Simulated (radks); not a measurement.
Q: The table gives one normalised radial function P(r) = r R(r) (large component) of Pt2+ in [Xe] 4f14 5d8 (r in bohr). All-electron calculation, Dirac Kohn-Sham, PW91, spin-unpolarised, spherical densities, point nucleus; open shells fill j = l - 1/2 first. Program: a radial shooting solver on a logarithmic mesh with Libxc functionals.

r	P
0.001885	0.0000
0.002554	0.0000
0.003461	0.0000
0.004691	0.0000
0.006358	0.0000
0.008616	0.0001
0.01177	0.0002
0.01595	0.0006
0.02162	0.0019
0.0293	0.0054
0.03971	0.0152
0.05382	0.0399
0.07294	0.0977
0.09965	0.2228
0.1351	0.4438
0.183	0.7704
0.2481	1.1358
0.3362	1.3882
0.4556	1.3778
0.6225	1.0896
0.8436	0.6865
1.143	0.3344
1.549	0.1205
2.1	0.0302
2.846	0.0047
3.888	0.0004
5.269	0.0000
7.141	0.0000
9.679	0.0000

Which n and l does it have? It may be an empty orbital.

A: n = 4, l = 3: the number of nodes gives n - l - 1 = 0, the rise at small r points to l (this Dirac orbital starts as r^gamma with gamma = sqrt((l + 1)^2 - (Z/c)^2) = 3.96; the j = 7/2 orbital of l + 1 starts with the same power, but with a smaller coefficient, and then steepens), and the extent must fit the shell. The curve is that of 4f7/2; the two j differ most near the nucleus, where j = l - 1/2 has the larger amplitude, and in heavy atoms j = l - 1/2 is also the more compact. 4f7/2: eigenvalue -89.248 eV, 0 radial nodes, <r> = 0.520 bohr, 90 % of the charge inside 0.839 bohr.
